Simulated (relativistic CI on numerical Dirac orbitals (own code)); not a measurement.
L2,3 absorption of manganese in several valence states

Computed multiplet spectra 2p⁶3dⁿ → 2p⁵3dⁿ⁺¹ (Dirac-Coulomb-Breit ions, Slater integrals scaled by 0.8, an assumed crystal field that grows with the charge, no charge transfer; 300 K; Lorentzian 0.4 eV and Gaussian 0.3 eV FWHM at both edges, so that L2 comes out sharper than in experiment). Peaks over 5 % are given in eV from the highest peak in the L3 region of each spectrum (height, largest 100). S of the lowest state is read from ⟨S²⟩, and the branching ratio is the share of L3, cut at the minimum between the edges.

Field parameters in Wybourne normalisation: Td as Oh with Dq negative (B⁴₀ = 21Dq, B⁴₄ = √(5/14) B⁴₀). The field is a parameter set, without covalency.

- Mn²⁺ (d5, Td, 10Dq = -4100 cm⁻¹): S = 2.50, high spin, branching ratio 0.76; peaks 0.0 (100), 1.2 (39), 3.7 (13), 10.5 (17), 12.1 (25)
- Mn³⁺ (d4, Td, 10Dq = -5300 cm⁻¹): S = 2.00, high spin, branching ratio 0.77; peaks -4.3 (5), -3.3 (9), -2.7 (10), 0.0 (100), 0.6 (83), 2.9 (51), 5.0 (8), 6.5 (29), 7.7 (23), 9.4 (18), 11.1 (35), 11.7 (33), 13.9 (12)
- Mn⁴⁺ (d3, Td, 10Dq = -6500 cm⁻¹): S = 1.50, branching ratio 0.62; peaks -2.5 (16), 0.0 (100), 1.7 (64), 3.3 (30), 7.0 (34), 7.6 (29), 8.9 (30), 10.3 (42), 11.7 (44), 13.8 (7)
- Mn⁵⁺ (d2, Td, 10Dq = -7650 cm⁻¹): S = 1.00, branching ratio 0.52; peaks -3.6 (5), -2.2 (9), 0.0 (100), 2.0 (22), 2.9 (30), 7.3 (32), 8.6 (48), 11.0 (68)

The centroid of the whole edge, which also moves with the branching ratio, lies at 645.3 (Mn²⁺), 648.3 (Mn³⁺), 652.3 (Mn⁴⁺), 657.7 (Mn⁵⁺) eV in this ionic model, in steps of 3.0 to 5.4 eV. Compounds show about 1 to 2 eV a unit and lower energies for the high valences, since ligands screen the charge. The multiplet shape follows the d count and the spin state, and so serves as a fingerprint of valence.
